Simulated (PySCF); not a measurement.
# Orbital picture of MgTl

CAM-B3LYP at R = 3.053 Å; Mg def2-SVP, Tl def2-SVP with ECP60; scalar-relativistic core potentials (PySCF 2.14). State: ²Π (doublet), unpaired electrons π ↑. Only the outer orbitals are listed, counted within each symmetry, core potentials removing the inner ones.

```json
{"spin": "α", "orbital": "6σ", "occ.": "1", "ε (eV)": "-18.96", "on Mg (%)": "0", "main shells (%)": "100 Tl d"}
{"spin": "α", "orbital": "3π", "occ.": "1", "ε (eV)": "-18.93", "on Mg (%)": "0", "main shells (%)": "100 Tl d"}
{"spin": "α", "orbital": "1δ", "occ.": "1", "ε (eV)": "-18.76", "on Mg (%)": "0", "main shells (%)": "100 Tl d"}
{"spin": "α", "orbital": "3π", "occ.": "1", "ε (eV)": "-18.72", "on Mg (%)": "0", "main shells (%)": "100 Tl d"}
{"spin": "α", "orbital": "1δ", "occ.": "1", "ε (eV)": "-18.68", "on Mg (%)": "0", "main shells (%)": "100 Tl d"}
{"spin": "α", "orbital": "7σ", "occ.": "1", "ε (eV)": "-12.17", "on Mg (%)": "9", "main shells (%)": "91 Tl s"}
{"spin": "α", "orbital": "8σ", "occ.": "1", "ε (eV)": "-6.67", "on Mg (%)": "82", "main shells (%)": "82 Mg s, 13 Tl p"}
{"spin": "α", "orbital": "4π", "occ.": "1", "ε (eV)": "-4.42", "on Mg (%)": "16", "main shells (%)": "84 Tl p, 14 Mg p"}
{"spin": "α", "orbital": "9σ", "occ.": "0", "ε (eV)": "-1.16", "on Mg (%)": "48", "main shells (%)": "52 Tl p, 32 Mg p, 16 Mg s"}
{"spin": "α", "orbital": "4π", "occ.": "0", "ε (eV)": "-1.13", "on Mg (%)": "26", "main shells (%)": "74 Tl p, 24 Mg p"}
{"spin": "α", "orbital": "5π", "occ.": "0", "ε (eV)": "0.39", "on Mg (%)": "87", "main shells (%)": "87 Mg p, 12 Tl p"}
{"spin": "β", "orbital": "6σ", "occ.": "1", "ε (eV)": "-18.94", "on Mg (%)": "0", "main shells (%)": "100 Tl d"}
{"spin": "β", "orbital": "3π", "occ.": "1", "ε (eV)": "-18.91", "on Mg (%)": "0", "main shells (%)": "100 Tl d"}
{"spin": "β", "orbital": "1δ", "occ.": "1", "ε (eV)": "-18.66", "on Mg (%)": "0", "main shells (%)": "100 Tl d"}
{"spin": "β", "orbital": "3π", "occ.": "1", "ε (eV)": "-18.61", "on Mg (%)": "0", "main shells (%)": "100 Tl d"}
{"spin": "β", "orbital": "1δ", "occ.": "1", "ε (eV)": "-18.57", "on Mg (%)": "0", "main shells (%)": "100 Tl d"}
{"spin": "β", "orbital": "7σ", "occ.": "1", "ε (eV)": "-11.53", "on Mg (%)": "9", "main shells (%)": "90 Tl s"}
{"spin": "β", "orbital": "8σ", "occ.": "1", "ε (eV)": "-6.57", "on Mg (%)": "84", "main shells (%)": "84 Mg s, 11 Tl p"}
{"spin": "β", "orbital": "9σ", "occ.": "0", "ε (eV)": "-1.07", "on Mg (%)": "44", "main shells (%)": "56 Tl p, 32 Mg p, 12 Mg s"}
{"spin": "β", "orbital": "4π", "occ.": "0", "ε (eV)": "-1.05", "on Mg (%)": "28", "main shells (%)": "72 Tl p, 27 Mg p"}
{"spin": "β", "orbital": "4π", "occ.": "0", "ε (eV)": "-0.64", "on Mg (%)": "37", "main shells (%)": "63 Tl p, 36 Mg p"}
```

Which are the highest filled and the lowest empty level, where do they sit, and how wide is the gap?

Highest filled α 4π at -4.42 eV (in %: 84 Tl p, 14 Mg p); lowest empty α 9σ at -1.16 eV (in %: 52 Tl p, 32 Mg p, 16 Mg s); the gap at CAM-B3LYP is 3.26 eV.

```
bond order (Mayer)                               : 0.75
⟨S²⟩                                             : 0.756
charge on Mg (Mulliken, basis-dependent)         : -0.01
charge on Mg (Löwdin, basis-dependent)           : 0.00
dipole moment (positive dipole means Mg(−)Tl(+)) : -0.93 D
polarisability along the bond                    : 198.2 bohr³
polarisability across the bond                   : 111.6 bohr³
```

These are scalar-relativistic numbers at best; spin–orbit coupling would shift them, the dissociation energy most. The state is the lowest determinant that a PBE0 search found; another state may lie lower at other levels.
